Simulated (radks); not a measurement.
These are the eigenvalues of the occupied orbitals of an atom or ion with whole-number occupations (eV). All-electron calculation, Dirac Kohn-Sham, LDA (Slater exchange, VWN5 correlation), spin-unpolarised, spherical densities, point nucleus. Program: a radial shooting solver on a logarithmic mesh with Libxc functionals.

orbital  eigenvalue
1s1/2     -50054.28
2s1/2     -8303.190
2p1/2     -7889.370
2p3/2     -7194.350
3s1/2     -1879.616
3p1/2     -1699.971
3p3/2     -1557.479
3d3/2     -1246.233
3d5/2     -1215.166
4s1/2     -417.5259
4p1/2     -347.5411
4p3/2     -315.4641
4d3/2     -199.8553
4d5/2     -194.0206
5s1/2      -93.3210
5p1/2      -72.7676
5p3/2      -67.6143
4f5/2      -56.9316
4f7/2      -56.0975
5d3/2      -39.1987
5d5/2      -38.5858

Which element is it, and in what charge state? The configuration may be excited. Open shells, if any, are shared by 2j + 1.

Answer. Z = 64, gadolinium, charge +4: Gd4+ in [Kr] 4d10 4f6 5s2 5p5 5d1. The list shows which subshells hold electrons but not how many an open one holds; the 1s level, -1839.5 hartree, gives Z - s = 60.7 by -(Z - s)^2/2, which with screening and relativity narrows Z to a few neighbours, and the depths of the outer levels then fix element, charge and occupations together.
